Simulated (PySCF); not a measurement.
Orbital energies and ionisation energy

Species: C3H8BrGeN.
Numbering: `[CH2:1]=[CH:2][CH2:3][NH:4][GeH2:5][Br:6]` (hydrogens: H7, H8 on C1; H9 on C2; H10, H11 on C3; H12 on N4; H13, H14 on Ge5)

Cartesian coordinates in Å at the PBE0-D3(BJ)/def2-SVP level; atoms count from 1:
```
atom  x, y, z in Å
C1     0.9628   -0.8877   -0.2565
C2     0.7365    0.3121    0.2752
C3    -0.5815    0.7767    0.8303
N4    -1.6603   -0.1778    0.7212
Ge5   -2.9727   -0.0366   -0.5119
Br6   -4.2414    1.8871   -0.1464
H7     0.1581   -1.6263   -0.3137
H8     1.9450   -1.1630   -0.6475
H9     1.5475    1.0495    0.3276
H10   -0.4378    1.0678    1.8875
H11   -0.8555    1.7268    0.3322
H12   -1.8657   -0.6961    1.5662
H13   -3.9078   -1.2419   -0.3696
H14   -2.3604    0.1600   -1.9025
```

Level: wB97X-D/def2-SVPD (PySCF). Frontier orbitals with their largest atomic shares (Löwdin; up to four atoms above 4 %):

```
orbital  ε (eV)                              main atoms
 HOMO−3  -10.12                       Br6 83 %, Ge5 9 %
 HOMO−2   -9.95                      Br6 81 %, Ge5 10 %
 HOMO−1   -9.40                C1 38 %, C2 35 %, C3 8 %
   HOMO   -9.10                                       ?
   LUMO    1.25  Br6 38 %, Ge5 29 %, H14 11 %, H13 11 %
 LUMO+1    1.78    Ge5 37 %, Br6 14 %, H12 9 %, H13 8 %
 LUMO+2    2.05        C1 30 %, C2 29 %, C3 6 %, H7 6 %
```

Problem. What vertical ionisation energy does ΔSCF give, and how far is −ε(HOMO) from it?

Solution. ΔSCF: 9.16 eV (884 kJ/mol; threshold wavelength 135 nm); ⟨S²⟩ of the doublet left behind is 0.758, against 0.75 for a pure doublet. −ε(HOMO) is 9.10 eV, 0.06 eV below it. In exact Kohn–Sham theory the two would be equal; wB97X-D (range-separated hybrid) comes within 0.06 eV of that here.

Problem. On which atoms does the HOMO lie?

Solution. N4 (nitrogen bonded to C, Ge and H) 56 %, Br6 (bromine bonded to Ge) 14 %, C3 (sp3 carbon bound to nitrogen) 8 %, C2 (alkene CH carbon) 6 %, so more than half of it is on one atom. The HOMO−1 lies 0.30 eV lower.

Problem. With α = 97.0 au, estimate the like-pair dispersion coefficient by London's formula C6 = (3/4)α²I.

Solution. I = 0.3366 Eh, so C6 ≈ 2380 au, a rough estimate.

Problem. What total energies stand behind the ΔSCF value?

Solution. E(N) = -4824.44451 Eh and E(N − 1) = -4824.10793 Eh at the same geometry, 0.33658 Eh apart.

Problem. How many of the 10 lowest singlet excitations (vertical TDDFT, same level) lie below the ionisation energy?

Solution. All 10; they run from 6.24 to 7.63 eV.

Isolated species at its PBE0-D3(BJ)/def2-SVP geometry (one conformer only). The calculation is non-relativistic, for germanium and bromine too.

wB97X-D is run here without its empirical dispersion term; that term would change no orbital, density or response property at a fixed geometry.
